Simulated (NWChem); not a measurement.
Species: C$_{3}$H$_{7}$B; SMILES C=CBC

```xyz
11

B     -0.7310     0.6364    -0.0566
H     -1.8345     1.1106    -0.1213
C      0.4787     1.6390    -0.0235
H      1.4806     1.2000     0.0347
H      0.3582     2.3273     0.8269
H      0.4409     2.2862    -0.9129
C     -0.6104    -0.9122    -0.0116
C      0.5611    -1.5704     0.0587
H     -1.5161    -1.5220    -0.0381
H      0.6272    -2.6575     0.0890
H      1.5123    -1.0424     0.0888
```
Atoms are numbered in this order, from 1.

Level: B3LYP/6-31G* (spherical d) (NWChem), optimised geometry, unscaled harmonic frequencies. 

### Question
List the harmonic frequencies with IR intensities, and the thermochemistry.

### Answer
```
frequency (cm⁻¹)  IR intensity (km/mol)
----------------  ---------------------
83                                  0.3
119                                 2.5
250                                 0.0
477                                 0.3
497                                 0.3
680                                 0.8
752                                 0.5
922                                18.0
972                                46.4
1004                               14.4
1024                               30.2
1069                               16.7
1084                                8.4
1263                               97.9
1332                                0.9
1373                               82.7
1474                               49.7
1494                                1.9
1499                                3.9
1679                               37.1
2602                              185.0
3020                                2.4
3064                               13.5
3111                               27.0
3126                               25.5
3148                               18.9
3223                               21.9
```

| Property | Value |
|---|---|
| zero-point energy | 57.6 kcal/mol |
| thermal correction to the enthalpy at 298.15 K (with zero-point energy) | 61.8 kcal/mol |
| heat capacity Cv | 18.7 cal/(mol K) |
| entropy at 298.15 K and 1 atm (symmetry number 1) | 73.5 cal/(mol K) |
| dipole moment | 0.98 D |

Rigid rotor and harmonic oscillator; modes under 100 cm⁻¹ make the entropy uncertain.
